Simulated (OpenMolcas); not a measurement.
## Ions of charge +3 along the 4f row on the Sr site of SrF2

```yaml
Program: OpenMolcas
Method: CASSCF
Spin-orbit_coupling: RASSI with atomic mean-field integrals over the reference wave functions
```

The f shell is active. Each dopant is a cluster with its nearest anions in model potentials and point charges, with no relaxation and no local charge compensation. Distances were set from a Shannon-type radius of the metal (high-spin where two are listed) plus a fixed donor radius (F 1.31 Å), in hosts weighted 0.65 to 0.35 with the host's distance in the model lattice. Ligand basis ANO-RCC-VDZP, DKH2 Hamiltonian. States (labels of O, the rotations of Oh). Energies in cm-1 above the lowest state or level, χT in cm3 K/mol; under a threefold ground state the first gap can be a small split of the lowest multiplet, not the spin-orbit step. Free-ion χT is g² J(J+1) / 8 for Hund's level.

| Ion | Shell | R (Å) | Metal basis | Ground state | First state of that spin | First gap with spin-orbit (degeneracies) | Width of lowest J | χT at 300 K | Free-ion χT |
| --- | --- | --- | --- | --- | --- | --- | --- | --- | --- |
| Ce3+ | 4f1 | 2.473 | ANO-RCC-VDZP | 2T2 | 2T1 42.0 | 420.0 (4, 2) | 420 | 0.697 | 0.804 |
| Pr3+ | 4f2 | 2.462 | ANO-RCC-VDZP | 3T1 | 3E 4.6 | 309.5 (3, 1) | 469 | 1.455 | 1.600 |
| Pm3+ | 4f4 | 2.44 | ANO-RCC-VDZP | 5T2 | 5E 121.7 | 220.7 (1, 3) | 457 | 0.877 | 0.900 |
| Sm3+ | 4f5 | 2.431 | ANO-RCC-VDZP | 6T2 | 6T1 283.8 | 100.9 (4, 2) | 101 | 0.308 | 0.089 |
| Eu3+ | 4f6 | 2.423 | ANO-RCC-VDZP | 7A2 | 7T1 637.9 | 343.4 (1, 3) |  | 1.379 | 0 |
| Gd3+ | 4f7 | 2.414 | ANO-RCC-VDZP | 8A1 |  |  |  | 7.851 | 7.875 |
| Tb3+ | 4f8 | 2.406 | ANO-RCC-VDZP | 7T1 | 7T2 10.3 | 0.4 (2, 3) | 220 | 11.682 | 11.812 |
| Dy3+ | 4f9 | 2.397 | ANO-RCC-VDZP | 6T1 | 6E 0.8 | 2.4 (4, 2) | 300 | 13.899 | 14.167 |
| Ho3+ | 4f10 | 2.39 | ANO-RCC-VDZP | 5A2 | 5T2 118.4 | 40.0 (5, 3) | 304 | 13.702 | 14.062 |
| Er3+ | 4f11 | 2.383 | ANO-RCC-VDZP | 4T2 | 4E 69.8 | 48.1 (2, 4) | 339 | 11.200 | 11.475 |
| Tm3+ | 4f12 | 2.376 | ANO-RCC-VDZP | 3T2 | 3T1 161.7 | 74.8 (1, 3) | 345 | 6.973 | 7.146 |
| Yb3+ | 4f13 | 2.37 | ANO-RCC-VDZP | 2A2 | 2T2 502.8 | 301.1 (2, 4) | 305 | 2.415 | 2.571 |

χT departs most from the free-ion value for Eu3+, by +1.379 cm3 K/mol.

Without dynamic correlation the ligand-field splitting of an f shell can come out too small, at times by half (holds for Pr3+; Pm3+; Sm3+; Eu3+; Tb3+; Dy3+; Ho3+; Er3+; Tm3+; Yb3+). High states are left out of the spin-orbit mixing, which shifts the levels that they would mix with (holds for Pm3+; Sm3+; Eu3+; Tb3+; Dy3+; Ho3+; Er3+). No quartet enters the spin-orbit mixing, so the splitting and order within the octet and the sextets are unsound, and g values and χT are rough (holds for Gd3+). A group larger than the point group allows holds several states that coincide in this model. No measured value stands beside these numbers; the geometry was set by hand and not optimised.
